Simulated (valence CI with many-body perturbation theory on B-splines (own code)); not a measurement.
Pm40+: magnetic and hyperfine properties of the levels

Computed by valence CI with perturbative core correlation (CI+MBPT): three valence electrons over a frozen Dirac-Fock core [Ar], radial functions for each j: 9 s, 9 p, 10 d, 8 f, 5 g, 3 h, 1 i, with the one-electron correlation potential Σ1, the two-electron term Σ2, the three-electron term Σ3, Breit, model QED; selected CI, second order for the rest (own B-spline code, finite nucleus).

The last digits are not significant, and no measured levels were compared; by estimate large intervals hold to a few tenths of a per cent, small ones and those within an open d or f shell to about a per cent. Only levels of the ground parity were solved; by the run's estimate the other parity begins above the list, which can be wrong where configurations are misplaced.

A/g_I is the dipole constant over the nuclear g factor μ/I (μ in nuclear magnetons, uniformly magnetised nucleus), B/Q the quadrupole constant per barn. Both hold the static response of the core; the bare values leave it out. Large factors of s and p1/2 electrons are usually good to 5 to 10 %; those of open d and f shells near neutrality can be off by tens of per cent, and small factors of p3/2, d and f electrons come from cancelling terms and can be off by a factor of two or in sign, in half-filled shells by more. B is blank for J = 1/2, where it vanishes, and for nearly pure S terms. Energies count from the lowest level.

Levels are named by their leading jj configuration (3d3/2^4 stands for four electrons in 3d with j = 3/2), which in mixed levels can hold well under half, so a name can repeat and another be missing. Letters in brackets count levels of one name in rising energy.

| Level | E (eV) | g | A/g_I (MHz) | A/g_I bare | B/Q (MHz/b) | B/Q bare |
| --- | --- | --- | --- | --- | --- | --- |
| (3d3/2^3) J=3/2 | 0.00 | 0.655 | 52800 | 52300 | -27200 | -27700 |
| (3d3/2^2 3d5/2) J=5/2 [a] | 22.90 | 1.046 | 29900 | 30000 | -14800 | -15100 |
| (3d3/2^2 3d5/2) J=3/2 | 28.50 | 1.219 | 23900 | 24300 | -9090 | -9230 |
| (3d3/2^2 3d5/2) J=7/2 | 30.14 | 1.069 | 31400 | 31600 | 7370 | 7470 |
| (3d3/2^2 3d5/2) J=9/2 | 31.18 | 1.064 | 33000 | 33100 | 31800 | 32300 |
| (3d3/2^2 3d5/2) J=1/2 | 32.30 | 1.877 | -23200 | -21700 |  |  |
| (3d3/2^2 3d5/2) J=5/2 [b] | 47.57 | 1.360 | 16300 | 16900 | 42500 | 43100 |
| (3d3/2 3d5/2^2) J=7/2 [a] | 53.32 | 1.076 | 25900 | 26100 | 1600 | 1630 |
| (3d3/2 3d5/2^2) J=9/2 | 56.22 | 1.133 | 25500 | 25800 | 12900 | 13100 |
| (3d3/2 3d5/2^2) J=3/2 [a] | 60.27 | 1.135 | 28300 | 28600 | -31200 | -31700 |
| (3d3/2 3d5/2^2) J=1/2 | 62.41 | 1.446 | -8050 | -7220 |  |  |
| (3d3/2 3d5/2^2) J=11/2 | 64.07 | 1.084 | 28800 | 28900 | 66500 | 67500 |
| (3d3/2 3d5/2^2) J=5/2 [a] | 65.62 | 1.187 | 13800 | 14200 | 42100 | 42800 |
| (3d3/2 3d5/2^2) J=5/2 [b] | 69.68 | 1.107 | 28900 | 29100 | -10500 | -10700 |
| (3d3/2 3d5/2^2) J=7/2 [b] | 71.63 | 1.103 | 29100 | 29300 | 13800 | 14100 |
| (3d3/2 3d5/2^2) J=3/2 [b] | 83.55 | 1.036 | 39000 | 39100 | 29300 | 29800 |
| (3d5/2^3) J=9/2 | 85.99 | 1.135 | 21500 | 21800 | 9380 | 9530 |
| (3d5/2^3) J=3/2 | 98.89 | 0.984 | 29700 | 29800 | 15400 | 15600 |
| (3d5/2^3) J=5/2 | 105.74 | 1.150 | 21600 | 21900 | 9460 | 9610 |

Take the isotope of mass number 147, with I = 7/2, μ = 2.58 μN and Q = 0.74 b. What is the hyperfine structure of (3d3/2^2 3d5/2) J=9/2?

From the table A = 24300 MHz, B = 23600 MHz. Shifts from the centre of gravity in MHz: F = 1: -457000, F = 2: -412000, F = 3: -343000, F = 4: -250000, F = 5: -132000, F = 6: 12200, F = 7: 185000, F = 8: 389000.
